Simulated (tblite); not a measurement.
Compound: C7H7N3S.
Numbering: `[CH3:1][S:2][c:3]1[cH:4][cH:5][cH:6][c:7]2[cH:8][n:9][n:10][n:11]12` (hydrogens: H12, H13, H14 on C1; H15 on C4; H16 on C5; H17 on C6; H18 on C8)

Structure used (GFN2-xTB), in Å, numbered top down from 1:
```xyz
18
C7H7N3S angstrom
C      2.979   -0.529   -0.544
S      2.240    0.647    0.631
C      0.539    0.667    0.193
C     -0.174    1.835    0.267
C     -1.552    1.868   -0.012
C     -2.208    0.726   -0.376
C     -1.479   -0.469   -0.446
C     -1.734   -1.812   -0.728
N     -0.603   -2.496   -0.589
N      0.356   -1.710   -0.243
N     -0.124   -0.471   -0.149
H      4.023   -0.603   -0.260
H      2.890   -0.125   -1.548
H      2.479   -1.489   -0.459
H      0.348    2.735    0.543
H     -2.077    2.807    0.058
H     -3.262    0.710   -0.601
H     -2.650   -2.284   -1.014
```

All values are computed: GFN2-xTB (tblite) harmonic vibrations without scaling, gas phase. The method is semi-empirical: single wavenumbers can be off by several per cent or more. One conformer, not necessarily the lowest.

Harmonic wavenumbers (cm⁻¹): 60.8, 103.1, 137.3, 193.7, 195.0, 245.0, 264.6, 381.9, 444.9, 486.9, 548.2, 593.6, 632.5, 668.4, 700.8, 724.7, 788.1, 804.3, 815.7, 869.7, 910.3, 940.1, 945.0, 955.3, 976.1, 1090.1, 1109.2, 1152.6, 1167.1, 1203.4, 1282.6, 1296.2, 1304.8, 1330.6, 1348.3, 1421.5, 1427.3, 1439.3, 1464.7, 1530.4, 1601.0, 3030.6, 3042.5, 3063.7, 3103.5, 3117.8, 3125.1, 3195.4.

A = 1550, B = 996.1, C = 626.3 MHz; mass 165.036 u (most abundant isotopes); point group C1, symmetry number 1.

Zero-point energy?

½Σν̃ = 28617 cm⁻¹ = 342.33 kJ/mol.

What is S at 500 K and 1 bar for an ideal gas of classical rigid rotors and harmonic oscillators?

Translation 183.28, rotation 132.75, vibration 190.59: S = 506.6 J/(mol K).

And Cp and H(500 K) − H(0)?

Cp = 240.38 J/(mol K), of which vibrations give 207.13 (their classical limit is 48 R = 399.1); H(500 K) − H(0) = 68.25 kJ/mol without the zero-point energy, 51.62 from vibrations.

Which modes carry the vibrational entropy at 500 K?

60.8 cm⁻¹: 22.82; 103.1 cm⁻¹: 18.45; 137.3 cm⁻¹: 16.09; 193.7 cm⁻¹: 13.28; 195.0 cm⁻¹: 13.23; 245.0 cm⁻¹: 11.39 J/(mol K); the other 42 give 95.34 together.

How do the functions run with temperature in this model?

```json
{"T (K)": "100", "S (J/(mol K))": "288.4", "Cp (J/(mol K))": "71.6", "H − H(0) (kJ/mol)": "4.97", "G − H(0) (kJ/mol)": "-23.87", "ln q(vib)": "1.13"}
{"T (K)": "200", "S (J/(mol K))": "350.5", "Cp (J/(mol K))": "113.0", "H − H(0) (kJ/mol)": "14.16", "G − H(0) (kJ/mol)": "-55.93", "ln q(vib)": "3.29"}
{"T (K)": "300", "S (J/(mol K))": "405.0", "Cp (J/(mol K))": "159.6", "H − H(0) (kJ/mol)": "27.77", "G − H(0) (kJ/mol)": "-93.73", "ln q(vib)": "5.61"}
{"T (K)": "800", "S (J/(mol K))": "636.9", "Cp (J/(mol K))": "311.6", "H − H(0) (kJ/mol)": "152.22", "G − H(0) (kJ/mol)": "-357.28", "ln q(vib)": "17.82"}
{"T (K)": "1000", "S (J/(mol K))": "709.6", "Cp (J/(mol K))": "339.9", "H − H(0) (kJ/mol)": "217.54", "G − H(0) (kJ/mol)": "-492.09", "ln q(vib)": "22.40"}
```

q(vib) and H(0) count from the zero-point level.

What must be added to the electronic energy to get the Gibbs energy at 500 K and 1 bar?

ZPE + [H(500 K) − H(0)] − T·S = 342.33 + 68.25 − 253.31 = 157.27 kJ/mol.

Hindered rotation and anharmonicity are outside this model. Other conformers, if any are populated, would add a mixing term that is left out. The structure is chiral; the term R ln 2 for an equal mix with its mirror image is left out.
